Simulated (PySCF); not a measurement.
Compound: GeHF3.
Cartesian coordinates in Å at the PBE0-D3(BJ)/def2-SVP level; atoms count from 1:
```
atom  x, y, z in Å
Ge1    0.0121   -0.0006    0.0871
H2     0.2182   -0.0157    1.5899
F3     1.4928    0.0181   -0.7735
F4    -0.8706    1.3700   -0.4378
F5    -0.8525   -1.3718   -0.4657
```

Computed with PySCF, TDDFT PBE0/def2-SVPD, vertical, gas phase, core orbitals frozen in the response. Relativistic effects, spin–orbit coupling among them, are left out although an element past zinc is present.

Ground-to-excited transition dipoles (e·a0, same axes as the geometry; the sign carries no meaning), for the states with f of 0.002 or more among the lowest 15:

```json
{"state": "S2", "E (eV)": "9.591", "μx": "-0.138", "μy": "0.011", "μz": "-1.012"}
{"state": "S5", "E (eV)": "10.105", "μx": "-0.013", "μy": "-0.153", "μz": "0.002"}
{"state": "S6", "E (eV)": "10.106", "μx": "0.151", "μy": "-0.009", "μz": "-0.021"}
{"state": "S7", "E (eV)": "10.271", "μx": "-0.038", "μy": "0.783", "μz": "0.015"}
{"state": "S8", "E (eV)": "10.274", "μx": "-0.776", "μy": "-0.038", "μz": "0.104"}
{"state": "S9", "E (eV)": "10.694", "μx": "0.208", "μy": "0.000", "μz": "-0.028"}
{"state": "S10", "E (eV)": "10.697", "μx": "-0.002", "μy": "-0.210", "μz": "-0.003"}
{"state": "S12", "E (eV)": "10.807", "μx": "-0.009", "μy": "0.002", "μz": "-0.104"}
{"state": "S15", "E (eV)": "11.128", "μx": "-0.050", "μy": "0.003", "μz": "-0.362"}
```

Problem. Work out the oscillator strengths.

Solution. f = (2/3) ΔE |μ|² with ΔE in hartree (27.2114 eV).

```tsv
state	|μ|² (au)	|μ| (D)	f
S2	1.044	2.60	0.245
S5	0.024	0.39	0.006
S6	0.023	0.39	0.006
S7	0.615	1.99	0.155
S8	0.614	1.99	0.155
S9	0.044	0.53	0.012
S10	0.044	0.53	0.012
S12	0.011	0.27	0.003
S15	0.134	0.93	0.036
```

Problem. Label these states by symmetry in C3v.

Solution. The ground state is totally symmetric, so the direction of μ fixes the label. Polarised along the main axis, so A1: S2, S12 and S15. Polarised across the main axis, so E: S5, S6, S7, S8, S9 and S10.

Problem. What angle do the transition dipoles of S2 and S15 make?

Solution. |cos θ| = |μa·μb| / (|μa| |μb|) = 1.00, so θ ≈ 0° (taken between 0 and 90°, since the signs are arbitrary).

Problem. What peak molar absorption coefficient would the strongest computed level give as a lone Gaussian band 0.5 eV wide at half height?

Solution. ε(max) = 2.175×10⁸ f / FWHM, with the width in cm⁻¹. S7/S8 (f summed): 2.175×10⁸ × 0.3093 / 4033 ≈ 17000 L mol⁻¹ cm⁻¹.

S5/S6, S7/S8 and S9/S10 coincide within about 0.01 eV; within a degenerate level the directions of the single components are arbitrary.

All these states lie below the vertical ionisation energy of 14.09 eV (ΔSCF).
